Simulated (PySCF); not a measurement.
**Electronic structure of Kr³⁰⁺ (krypton, charge +30) at the UHF level**

Configuration: [He] 2s2 2p2, high-spin 3P determinant. Calculation: PySCF 2.14, in an uncontracted even-tempered set (17 s from 9.3 bohr⁻², ratio 2.2; 11 p from 12 bohr⁻², ratio 2.2; 6 d from 49 bohr⁻², ratio 2.4; 5 f from 73 bohr⁻², ratio 2.4; 4 g from 110 bohr⁻², ratio 2.4); the non-relativistic Hamiltonian (point nucleus).

```
Total energy                                                  : -1829.660650 hartree
One-electron energy                                           : -1940.8798 hartree
Hartree (Coulomb) energy                                      : 149.9046 hartree
Exchange energy                                               : -38.6855 hartree
Kinetic energy                                                : 1829.66044 hartree
⟨S²⟩                                                          : 2.0001
⟨L²⟩                                                          : 2.000
Sum of ⟨r⟩                                                    : 0.7391 bohr
Sum of ⟨r²⟩                                                   : 0.1324 bohr²
Traceless quadrupole moment −½Σ⟨3z² − r²⟩ along its main axis : 0.0109 e·bohr²
Density at the nucleus (Gaussians lack the cusp)              : 31800 bohr⁻³
Spin density at the nucleus                                   : 0.0785 bohr⁻³
```

| shell | electrons | mean orbital energy (eV) | rms radius, mean of both spins (bohr) |
| --- | --- | --- | --- |
| 1s α | 1 | -16242.4 | 0.0488 |
| 1s β | 1 | -16214.0 | 0.0488 |
| 2s α | 1 | -3642.1 | 0.191 |
| 2s β | 1 | -3586.4 | 0.191 |
| 2p α | 2 | -3538.1 | 0.165 |

Spin-orbit coupling is strong in this species (close to jj coupling), so the high-spin LS determinant is a model state, not a physical level.

Spin-orbit constants ζ (cm⁻¹) from the X2C one-electron operator on these orbitals (non-relativistic here): bare nucleus, nucleus screened by l(l+1)(2l+1)/3 electrons, and screened by the Breit-Pauli mean field of the electrons.

```json
{"shell": "2p", "bare": "316900", "screened nucleus": "299300", "mean field": "293500"}
```

To first order the Landé constant is A = 146800 cm⁻¹, so the lowest level has J = 0 and lies 36.4 eV below the centre of the term. This holds in LS coupling only, and this species is close to jj coupling.
